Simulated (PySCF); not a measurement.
# Gallium: a sound run and one with changed settings

Sound run: Ga [Ar] 3d10 4s2 4p1, Ga⁺ [Ar] 3d10 4s2. All numbers are calculated (PySCF 2.14, a scalar-relativistic core potential, in cc-pVDZ-PP with ECP10MDF). The sound run starts from symmetry-adapted Hartree-Fock orbitals and uses a fine grid where one is needed.

Changed run: initial guess minao, at most 5 SCF cycles. This setting is unsound on purpose.

```
species  method  sound run (hartree)  changed run (hartree)  converged
     Ga     UHF           -258.29077             -258.29077         no
     Ga     PBE           -259.44539             -259.44539         no
     Ga    PBE0           -259.40173             -259.40173         no
    Ga⁺     UHF           -258.08810             -258.08810         no
    Ga⁺     PBE           -259.22836             -259.22836         no
    Ga⁺    PBE0           -259.18347             -259.18347         no
```

The SCF was stopped early; the energies are upper bounds that still move, and correlated levels were skipped or rest on poor orbitals.
